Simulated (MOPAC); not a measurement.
Input for MOPAC: PM6 on GaH4IO (a complex), monomers drawn apart or pushed together.

```
PM6 1SCF PRECISE CHARGE=0 THREADS=1
GaH4IO

Ga    -0.02731395 1    -1.20651865 1     1.50893176 1
I     -0.16180392 1     1.06806160 1     0.28493848 1
H      1.39649928 1    -1.83709612 1     1.48392398 1
H     -1.41062723 1    -1.91961830 1     1.66194848 1
O      0.02349027 1    -0.34058527 1     4.31523963 1
H      0.18797136 1     0.58818825 1     4.08326854 1
H     -0.84791873 1    -0.36655310 1     4.73275078 1
```

Program output:

```
*******************************************************************************
 **                                                                           **
 **                              MOPAC v23.2.5                                **
 **                                                                           **
 *******************************************************************************
 ** MOPAC's Digital Object Identifier: https://doi.org/10.5281/zenodo.6511958 **
 **                                                                           **
 ** Please cite the open-source release paper for use of this MOPAC version:  **
 ** J. E. Moussa and J. J. P. Stewart (2026)                                  **
 ** MOPAC: An open-source semiempirical molecular orbital program             **
 ** J. Open Source Softw., 11(119), 8025, https://doi.org/10.21105/joss.08025 **
 *******************************************************************************

                              PM6 CALCULATION RESULTS

 *******************************************************************************
 *  PM6        - The PM6 Hamiltonian to be used
 *
 *
 *
 *                 CHARGE ON SYSTEM = 0
 *
 *
 *
 *  PRECISE    - TIGHTER CRITERIA TO BE USED
 *  1SCF       - DO 1 SCF AND THEN STOP
 *  THREADS=1  - MULTI-THREADING NOT USED
 *  T=         - A TIME OF 172800.0 SECONDS REQUESTED
 *  DUMP=N     - RESTART FILE WRITTEN EVERY 7200.0 SECONDS REQUESTED
 *******************************************************************************
PM6 1SCF PRECISE CHARGE=0 THREADS=1
 GaH4IO

   ATOM   CHEMICAL          X               Y               Z
  NUMBER   SYMBOL      (ANGSTROMS)     (ANGSTROMS)     (ANGSTROMS)

     1      Ga         -0.02731395  *  -1.20651865  *   1.50893176  *
     2       I         -0.16180392  *   1.06806160  *   0.28493848  *
     3       H          1.39649928  *  -1.83709612  *   1.48392398  *
     4       H         -1.41062723  *  -1.91961830  *   1.66194848  *
     5       O          0.02349027  *  -0.34058527  *   4.31523963  *
     6       H          0.18797136  *   0.58818825  *   4.08326854  *
     7       H         -0.84791873  *  -0.36655310  *   4.73275078  *



          CARTESIAN COORDINATES

    NO.       ATOM           X           Y           Z

     1        Ga         -0.0273     -1.2065      1.5089
     2         I         -0.1618      1.0681      0.2849
     3         H          1.3965     -1.8371      1.4839
     4         H         -1.4106     -1.9196      1.6619
     5         O          0.0235     -0.3406      4.3152
     6         H          0.1880      0.5882      4.0833
     7         H         -0.8479     -0.3666      4.7328

 General Reference for PM6:
 "Optimization of Parameters for Semiempirical Methods V: Modification of NDDO Approximations
 and Application to 70 Elements", J. J. P. Stewart, J. Mol. Mod., 13, 1173-1213 (2007)
 URL: https://link.springer.com/article/10.1007/s00894-007-0233-4

           Empirical Formula: H4 O Ga I  =     7 atoms



      MOLECULAR POINT GROUP   :   C1


      RHF CALCULATION, NO. OF DOUBLY OCCUPIED LEVELS = 10


 -------------------------------------------------------------------------------
 PM6 1SCF PRECISE CHARGE=0 THREADS=1
 GaH4IO



     1SCF WAS SPECIFIED, SO BFGS WAS NOT USED
     SCF FIELD WAS ACHIEVED


                              PM6 CALCULATION
                                                       MOPAC v23.2.5 Linux




          FINAL HEAT OF FORMATION =        -48.52750 KCAL/MOL =    -203.03907 KJ/MOL


          COSMO AREA              =        130.55 SQUARE ANGSTROMS
          COSMO VOLUME            =        115.42 CUBIC ANGSTROMS

          IONIZATION POTENTIAL    =          9.721831 EV
          HOMO LUMO ENERGIES (EV) =         -9.722 -1.210
          NO. OF FILLED LEVELS    =         10
          MOLECULAR WEIGHT        =        216.6705         POINT GROUP:  C1

          MOLECULAR DIMENSIONS (Angstroms)

            Atom       Atom       Distance
            H     7    I     2     4.72355
            H     6    H     4     3.61294
            H     3    I     2     2.78865


          SCF CALCULATIONS        =          1





   ATOM   CHEMICAL          X               Y               Z
  NUMBER   SYMBOL      (ANGSTROMS)     (ANGSTROMS)     (ANGSTROMS)

     1      Ga         -0.02731395  *  -1.20651865  *   1.50893176  *
     2       I         -0.16180392  *   1.06806160  *   0.28493848  *
     3       H          1.39649928  *  -1.83709612  *   1.48392398  *
     4       H         -1.41062723  *  -1.91961830  *   1.66194848  *
     5       O          0.02349027  *  -0.34058527  *   4.31523963  *
     6       H          0.18797136  *   0.58818825  *   4.08326854  *
     7       H         -0.84791873  *  -0.36655310  *   4.73275078  *

                             CARTESIAN COORDINATES

   1   Ga       -0.027313950    -1.206518650     1.508931760
   2    I       -0.161803920     1.068061600     0.284938480
   3    H        1.396499280    -1.837096120     1.483923980
   4    H       -1.410627230    -1.919618300     1.661948480
   5    O        0.023490270    -0.340585270     4.315239630
   6    H        0.187971360     0.588188250     4.083268540
   7    H       -0.847918730    -0.366553100     4.732750780


           Empirical Formula: H4 O Ga I  =     7 atoms



      MOLECULAR POINT GROUP   :   C1


                  EIGENVALUES
 -30.63326 -19.96055 -19.21619 -18.20400 -14.78537 -13.15393 -12.49459 -11.21072
 -10.07661  -9.72183  -1.21047  -0.55776   2.99171   3.46585   4.12699   5.38233
 111.67599 111.69989 111.77469 112.13841 112.14459


              NET ATOMIC CHARGES AND DIPOLE CONTRIBUTIONS

  ATOM NO.   TYPE          CHARGE      No. of ELECS.   s-Pop       p-Pop       d-Pop
    1         Ga          -0.195264        3.1953     1.33757     1.85770
    2          I          -0.178461        7.1785     1.97075     5.20581     0.00190
    3          H           0.171555        0.8284     0.82844
    4          H           0.163915        0.8361     0.83608
    5          O          -0.594914        6.5949     1.77808     4.81683
    6          H           0.318152        0.6818     0.68185
    7          H           0.315017        0.6850     0.68498
 DIPOLE           X         Y         Z       TOTAL
 POINT-CHG.    -0.858    -1.492     1.942     2.595
 HYBRID        -0.274     1.226     0.046     1.257
 SUM           -1.132    -0.266     1.988     2.304


          ATOMIC ORBITAL ELECTRON POPULATIONS

     Atom    s        px        py        pz      x^2-y^2     xz        z^2       yz        xy
    1 Ga   1.33757   1.03495   0.63783   0.18492
    2  I   1.97075   1.99277   1.45869   1.75434   0.00065   0.00008   0.00011   0.00080   0.00026
    3  H   0.82844
    4  H   0.83608
    5  O   1.77808   1.51720   1.45951   1.84012
    6  H   0.68185
    7  H   0.68498

 **********************
 *                    *
 * JOB ENDED NORMALLY *
 *                    *
 **********************




 == MOPAC DONE ==
```

The run finished.

Cost: around 0.020 core-seconds (rough).
